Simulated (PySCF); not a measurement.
**Sb(2+): ionisation energy**

Sb(2+) [Kr] 4d10 5s2 5p1 (2P) → Sb(3+) [Kr] 4d10 5s2 (1S), as a difference of total energies. All numbers are calculated (PySCF 2.14, the spin-free X2C one-electron Hamiltonian (Gaussian nucleus), in x2c-SVPall (6s5p3d, 36 functions)). Correlated levels: valence: [Kr] 4d10 frozen. The calculations carry no spin-orbit coupling.

```tsv
method	ionisation energy (eV)
UHF	24.103
PBE	24.765
BP86	24.915
MP2 (valence)	24.210
SCS-MP2 (valence)	24.190
CCSD (valence)	24.264
CCSD(T) (valence)	24.272
```

Task: How much does correlation contribute at CCSD(T) (valence)?

Result: 24.272 − (24.103) = 0.169 eV, measured against UHF.

The reference lies between the lowest fine-structure levels, while these numbers refer to the centres of the terms.

Errors of the correlated levels include the incompleteness of this basis and the frozen core.

For comparison: 25.323 eV (measured; NIST Atomic Spectra Database, ionization energies).
